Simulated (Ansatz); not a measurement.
Gas-phase electronic energies from Ansatz, PBE0-D4/def2-TZVP geometries. CBS: MP2 limit from def2 TZ/QZ plus the TZ coupled-cluster correction, frozen cores. This one scheme is used for every species. For Ge outer-core shells are correlated without core-valence functions, which leaves a few kJ/mol of doubt a bond. Scalar relativity is left out up to krypton. Each species was taken in one conformer, which may not be the lowest.

`[OH][GeH]([F])[S][SiH3]` + H₂S → `[OH][GeH]([F])[SH]` + `[SiH3]S`  (ligand exchange at a Ge–S bond)

```tsv
species	CCSD(T)/CBS(def2) energy (Eh)
`[OH][GeH]([F])[S][SiH3]`	-2941.05294
H₂S	-398.97279
`[OH][GeH]([F])[SH]`	-2650.74902
`[SiH3]S`	-689.27336
```

Problem. Work out ΔE.

Solution. ΔE = (-2650.74902) + (-689.27336) − (-2941.05294) − (-398.97279) = 0.00335 Eh = +8.8 kJ/mol.

Largest T1 diagnostic among the species: 0.012.

The D4 term adds +7.5 kJ/mol with B3LYP and +4.3 kJ/mol with PBE0; it sums over pairs of atoms, weighted by their polarisabilities, and B3LYP, whose exchange is more repulsive, gets the larger term. In def2-TZVPP, CCSD(T) changes the Hartree–Fock value by +6.0 kJ/mol (the triples alone add +1.2 kJ/mol) and MP2 by +7.4 kJ/mol.

B3LYP here is the variant with VWN-RPA as its local correlation; programs differ in this.
